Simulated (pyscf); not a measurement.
## HO–NbH(F)(F)–F, singlet

Gas-phase minimum from PySCF at ωB97X-D3(BJ)/def2-SVP, one conformer. 

SMILES: [OH][NbH]([F])([F])[F]
```xyz
7

O     -0.4855     0.2658     1.3781
Nb    -0.2811    -0.2093    -0.4079
F      1.5096     0.2332    -0.5145
F     -1.6837     0.8163    -1.0345
F     -0.2105    -1.2229    -1.9829
H     -0.6768     0.0608     2.2971
H     -0.6707    -1.7698     0.2250
```

Bonded distances (Å): O1–Nb2 1.859, O1–H6 0.961, Nb2–F3 1.848, Nb2–F4 1.847, Nb2–F5 1.874, Nb2–H7 1.728. Bond angles (°): Nb2–O1–H6 152.4, O1–Nb2–F3 95.8, O1–Nb2–F4 95.8, O1–Nb2–F5 161.7, O1–Nb2–H7 81.6, F3–Nb2–F4 125.7, F3–Nb2–F5 92.6, F3–Nb2–H7 117.1, F4–Nb2–F5 92.5, F4–Nb2–H7 117.0, F5–Nb2–H7 80.1.

Properties at ωB97X-D3(BJ)/def2-SVP:

```yaml
harmonic_wavenumbers_unscaled: 141, 148, 208, 244, 261, 410, 536, 596, 683, 727, 786, 791, 968, 1963, 3975 cm⁻¹
zero_point_energy: 17.8 kcal/mol
rotational_symmetry_number: 1
Entropy of this conformer at 298 K and 1 atm, rigid rotor and harmonic oscillator, modes under 100 cm⁻¹ raised to 100: 344.0 J/(mol K)
dipole_moment: 3.20 D
```

Single-point totals, which compare only within one level:

| level | total energy (hartree) |
|---|---|
| ωB97X-D3(BJ)/def2-TZVP | -433.37947 |
| PBE/def2-TZVP | -433.01266 |
| r²SCAN/def2-TZVP | -433.22355 |
| B3LYP-D3(BJ)/def2-TZVP | -433.37025 |
| PBE0-D3(BJ)/def2-TZVP | -432.95748 |
| M06-2X/def2-TZVP | -433.07690 |
| ωB97M-D3(BJ)/def2-TZVP | -433.34955 |

Soft torsions are taken as harmonic, which can shift the entropy by several J/(mol K). Elements past Kr carry the def2 core potentials, without spin-orbit coupling.
